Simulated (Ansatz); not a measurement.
Name a neutral molecule of C, F, I and H with HOMO–LUMO gap (B3LYP/def2-TZVPP) between 6.05 and 6.35 eV and HOMO–LUMO gap (PBE0/def2-TZVPP) between 6.35 and 6.65 eV (Ansatz, PBE0-D4/def2-TZVP geometry).

`FCCI` (6.06 eV, 6.56 eV). Other molecules can fit too; these were computed, each in one conformer that needn't be the lowest.

B3LYP here is the variant with VWN-RPA as its local correlation; programs differ in this.
